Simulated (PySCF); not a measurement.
Electron correlation in Si⁺ (silicon, charge +1)

[Ne] 3s2 3p1, 2P determinant. All numbers are calculated (PySCF 2.14, scalar relativity by spin-free X2C-1e, in ANO-RCC-VTZP (5s4p2d1f, 34 functions)). Frozen: [Ne]; 3 electrons correlated.

```
  level  correlation energy (mhartree)
   CCSD                         -58.85
    (T)                          -1.09
CCSD(T)                         -59.94
  CCSDT                         -60.39
    FCI                         -60.39
```

Diagnostics: T1 = 0.014, D1 = 0.0321, largest double amplitude 0.105, weight of the Hartree-Fock determinant in FCI 0.9375 (11774 determinants).

Cost of the coupled-cluster step: roughly 0.7 core-seconds, for 3 correlated electrons.
